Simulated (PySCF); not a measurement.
C₂H₂F₂, charge +1, multiplicity 2. Atoms are numbered in the order given.

```xyz
6

C      0.0000     0.0000     1.4080
C      0.0000     0.0000    -0.0092
F      0.0000     1.0655    -0.6818
F      0.0000    -1.0655    -0.6818
H      0.0000    -0.9579     1.9403
H      0.0000     0.9579     1.9403
```
Charge +1, spin multiplicity 2.

Geometry: B3LYP-D3(BJ)/def2-SVP. The spin state was assumed, not searched.

Computed with TDA-M06-2X/def2-SVPD (PySCF).

Vertical excitations. Gas-phase values at a fixed geometry.

Question: Give excitation energies, oscillator strengths and character. (The exact figures need the calculation; the answer reports its results.)

Answer: 
```json
[
 {"state": "root 1", "energy (eV)": "4.84", "λ (nm)": "256", "f": "0.000", "main pairs": "β HOMO→LUMO 95 %"},
 {"state": "root 2", "energy (eV)": "5.36", "λ (nm)": "231", "f": "0.000", "main pairs": "β HOMO−1→LUMO 97 %"},
 {"state": "root 3", "energy (eV)": "6.48", "λ (nm)": "191", "f": "0.202", "main pairs": "α HOMO→LUMO 96 %"},
 {"state": "root 4", "energy (eV)": "6.73", "λ (nm)": "184", "f": "0.000", "main pairs": "β HOMO−3→LUMO 91 %"},
 {"state": "root 5", "energy (eV)": "7.22", "λ (nm)": "172", "f": "0.030", "main pairs": "β HOMO−2→LUMO 90 %"},
 {"state": "root 6", "energy (eV)": "8.40", "λ (nm)": "148", "f": "0.006", "main pairs": "β HOMO−4→LUMO 81 %"},
 {"state": "root 7", "energy (eV)": "9.26", "λ (nm)": "134", "f": "0.000", "main pairs": "α HOMO−1→LUMO 98 %"},
 {"state": "root 8", "energy (eV)": "9.35", "λ (nm)": "133", "f": "0.004", "main pairs": "α HOMO−2→LUMO 94 %"},
 {"state": "root 9", "energy (eV)": "9.39", "λ (nm)": "132", "f": "0.058", "main pairs": "β HOMO−5→LUMO 87 %"},
 {"state": "root 10", "energy (eV)": "9.75", "λ (nm)": "127", "f": "0.027", "main pairs": "α HOMO→LUMO+1 92 %"}
]
```
Unrestricted roots are not spin-pure.
